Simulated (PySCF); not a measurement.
# Reading the logs of faulty runs: ClGeH3OSi

Calculated results; nothing here was measured. The program is PySCF 2.14.0, an open-source quantum chemistry code, run on an isolated molecule that a program drew, which may never have been made. The molecule is ClGeH3OSi (charge 0, singlet), drawn as the SMILES string `[SiH][O][GeH2][Cl]`.

Each row is a Hartree-Fock (HF) and frozen-core CCSD(T) single point in the cc-pV(D+d)Z basis, meant for a local HF minimum. Run 1 is clean. Each other run has one planted mistake out of seven kinds, and not every kind appears here: one electron removed, one electron added, multiplicity raised by two, geometry at a saddle point, minimal basis STO-3G, one bond length entered in bohr, all coordinates scaled. The reference is restricted for singlets and unrestricted otherwise, and also for a bond in bohr. Adding or removing an electron swaps singlet and doublet. Electrons count all cores. HOMO and LUMO are orbital energies over both spins, the gradient is its largest component, and the lowest frequency (negative if imaginary) is given only where the gradient is small. Bond lengths are over the 6 bonds as drawn. T1 is the CCSD diagnostic: over 0.02 (restricted) or 0.045 (unrestricted) a single reference is doubtful. Germanium has the cc-pVDZ-PP basis, with a core potential (ECP10MDF) in place of its 10 inner electrons, and its 3s, 3p and 3d shells are frozen in CCSD(T).

Geometry of the clean run:
```xyz
7
ClGeH3OSi, angstrom
Si   -0.1076   -2.2359    1.8349
O    -1.1262   -1.0881    1.2196
Ge   -1.0956    0.5731    0.6145
Cl   -0.7680    1.8694    2.3144
H     1.2219   -1.4936    1.6374
H    -2.4649    0.8850    0.0469
H     0.0796    0.7556   -0.3291
```

| run | electrons | basis functions | <S^2> | HOMO (eV) | LUMO (eV) | gradient (hartree/bohr) | lowest frequency (cm^-1) | mean bond (Å) | longest bond (Å) | T1 | HF (hartree) | CCSD(T) (hartree) | mistake |
|---|---|---|---|---|---|---|---|---|---|---|---|---|---|
| 1 | 74 | 98 | 0.000 | -8.97 | 1.16 | 9.1e-06 | 41 | 1.6921 | 2.163 | 0.0147 | -1118.48401 | -1119.03968 | no fault |
| 2 | 74 | 98 | 1.047 | -9.13 | 0.51 | 1.1e-02 | - | 1.9173 | 2.869 | 0.0507 | -1118.38048 | -1118.92309 | one bond length entered in bohr |
| 3 | 74 | 98 | 0.000 | -9.22 | 0.90 | 4.5e-02 | - | 1.7903 | 2.288 | 0.0173 | -1118.46231 | -1119.02765 | ? |
| 4 | 73 | 98 | 0.772 | -15.92 | -7.06 | 8.4e-02 | - | 1.6921 | 2.163 | 0.0236 | -1118.19058 | -1118.72081 | ? |

**Which mistake was planted in run 3, and what did it cost?**

The mean and the longest bond both change by the same factor, 1.058, and the gradient is no longer small. So the mistake is: all coordinates scaled. Subtracting run 1 and multiplying by 627.51 kcal/mol a hartree, the energy moved by 13.6 kcal/mol in HF and 7.5 kcal/mol in CCSD(T).

**Which mistake was planted in run 4, and what did it cost?**

It counts 73 electrons, one fewer than the clean run, at the same geometry and basis. So the mistake is: one electron removed. Subtracting run 1 and multiplying by 627.51 kcal/mol a hartree, the energy moved by 184.1 kcal/mol in HF and 200.1 kcal/mol in CCSD(T).

Cautions from the logs. Run 2: T1 is over the limit, so its CCSD(T) energy is less reliable.
